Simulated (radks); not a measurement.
The numbers below are computed, except where a source is named.
Tb, 65 electrons, occupied as [Kr] 4d10 4f9 5s2 5p5.5 6s2 5f0.5 (fractional occupations, a model configuration). Code: a radial shooting solver on a logarithmic mesh with Libxc functionals. Model: non-relativistic Kohn-Sham, exchange-only LDA, spin-polarised, spherical densities, point nucleus; open shells are filled with parallel spins first (spin-orbit coupling, left out, can overturn this in heavy ions); relativity is left out, which matters for an element this heavy.

Radial electron density D(r) = 4 pi r^2 rho(r):

r (bohr),D(r) (e/bohr),spin D(r)
0.002343,9.937,0.0000185
0.002817,13.50,0.0000272
0.003386,18.12,0.0000409
0.00407,23.96,0.0000629
0.004892,31.12,0.0000994
0.00588,39.58,0.000162
0.007068,49.07,0.000271
0.008496,59.04,0.000462
0.01029,68.97,0.000817
0.01237,76.77,0.00141
0.01487,81.63,0.00241
0.01788,82.77,0.00402
0.02149,80.50,0.00646
0.02583,76.69,0.00987
0.03105,74.61,0.0141
0.03732,77.70,0.0183
0.04486,87.27,0.0208
0.05436,101.1,0.0193
0.06534,111.0,0.0128
0.07853,111.1,0.00508
0.0944,101.5,0.00965
0.1135,90.45,0.0529
0.1364,88.47,0.175
0.1639,95.88,0.428
0.1971,99.57,0.881
0.2369,86.75,1.62
0.287,61.38,2.78
0.345,45.28,4.17
0.4147,46.22,5.50
0.4985,52.21,6.26
0.5992,48.41,6.14
0.7202,35.01,5.32
0.8657,21.81,4.25
1.041,14.36,3.20
1.251,10.91,2.24
1.516,8.020,1.35
1.822,5.043,0.687
2.19,2.659,0.286
2.632,1.371,0.102
3.164,0.8901,0.0336
3.803,0.6890,0.00491
4.571,0.4829,-0.00888
5.495,0.2631,-0.0113
6.605,0.1046,-0.00708
8.003,0.02734,-0.00239
9.619,0.005402,-0.000115
11.56,0.001725,0.00108
13.9,0.002922,0.00288
16.71,0.006802,0.00680
20.08,0.01400,0.0140
24.14,0.02277,0.0228
29.01,0.02583,0.0258
34.88,0.01774,0.0177
42.26,0.006176,0.00618
50.79,0.001131,0.00113
61.06,0.0001074,0.000107

D(r) has 5 maxima, at r = 0.0172, 0.0719, 0.189, 0.519, 27.9 bohr, and minima at 0.0310, 0.128, 0.371, 11.7 bohr, inside which lie 1.97, 11.41, 29.56, 64.50 electrons.
